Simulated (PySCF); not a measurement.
C$_{6}$H$_{11}$O$_{3}$, doublet (typed; the unrestricted solution is spin-contaminated), geometry from GFN2-xTB. Base run: MP2/STO-3G in PySCF.

Here is a job for PySCF.
```python
from pyscf import gto, scf, mp

mol = gto.M(
    atom='''
C    -2.84706813   -1.01556040   -0.45137452
C    -1.93997425   -0.09485473    0.15029743
O    -2.18277782    0.59152154    1.12868396
O    -0.75557604   -0.06081484   -0.50369527
C     0.25503602    0.78486004    0.03943625
C     0.10101297    2.20323868   -0.50346089
C     1.60191394    0.16650541   -0.32791218
O     1.81876230   -0.96055683    0.48437672
C     3.00690422   -1.64061159    0.17483949
H    -2.55438891   -1.56747728   -1.32403870
H    -3.82275640   -1.14674455   -0.02326994
H     0.14629852    0.78954684    1.13182408
H     0.19398139    2.20050608   -1.58712482
H    -0.87849562    2.58866316   -0.23201452
H     0.86203775    2.85028242   -0.07783406
H     1.59069645   -0.12045765   -1.39031957
H     2.40151494    0.90775933   -0.17397443
H     3.07160979   -2.48096705    0.86247585
H     3.88240569   -0.99178154    0.30601710
H     2.99688006   -2.01199315   -0.85761762
''',
    basis='sto-3g',
    spin=1,
    verbose=4,
)

mf = scf.UHF(mol)
mf.kernel()

pt = mp.MP2(mf, frozen=9)
pt.kernel()
print('E(MP2) = %.10f' % pt.e_tot)
```

Variants of this job, named by their change:

| change | basis functions | E (Eh) | MP2 correlation (Eh) | SCF-reference HOMO (eV) | SCF-reference dipole (D) | core-seconds (rough) |
|---|---|---|---|---|---|---|
| base | 56 | -452.72482 | -0.38858 | -8.27 | 1.71 | 2 |
| basis = pcseg-0 | 103 | -457.67982 | -0.88200 | -11.21 | 3.20 | 7 |
| basis = 3-21G | 103 | -456.47289 | -0.86113 | -11.01 | 2.74 | 5 |
| basis = 6-31G | 103 | -458.81930 | -0.87056 | -11.10 | 3.12 | 9 |
| basis = def2-SV(P) | 148 | -459.04691 | -1.26352 | -11.20 | 2.94 | 30 |
| basis = 6-31G* | 148 | -459.41736 | -1.26014 | -11.09 | 2.92 | 30 |

Totals compare only among sets that treat the same electrons; sets with core potentials leave the core out.

Open shells are given as the SCF converged; they aren't shown to be the lowest states, and a large step between rows can be another state.
